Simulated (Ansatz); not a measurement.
Program: Ansatz. Geometries: PBE0-D4/def2-TZVP. ΔE: electronic, gas phase. CCSD(T)/CBS adds triple-zeta CCSD(T) − MP2 to the extrapolated MP2 energy (def2 sets, frozen cores). Double bonds are as drawn, so ΔE can hold a change between cis and trans. DFT in def2-TZVPP. B3LYP here is the variant with VWN-RPA as its local correlation; programs differ in this.

`C/C([SiH3])=C\F` → `C/C=C(\F)[SiH3]`  (isomerisation)

```
 level  ΔE (kJ/mol)
PBE-D4          7.0
 B3LYP          3.5
```

Question: What does CCSD(T)/CBS give? (Best estimate.)

Answer: Ansatz gave: +7.5 kJ/mol. The listed levels differ from it by -0.5, -4.0 kJ/mol.

Largest T1 diagnostic among the species: 0.012.

In def2-TZVPP, CCSD(T) changes the Hartree–Fock value by +3.7 kJ/mol (the triples alone add +0.6 kJ/mol) and MP2 by +6.5 kJ/mol.
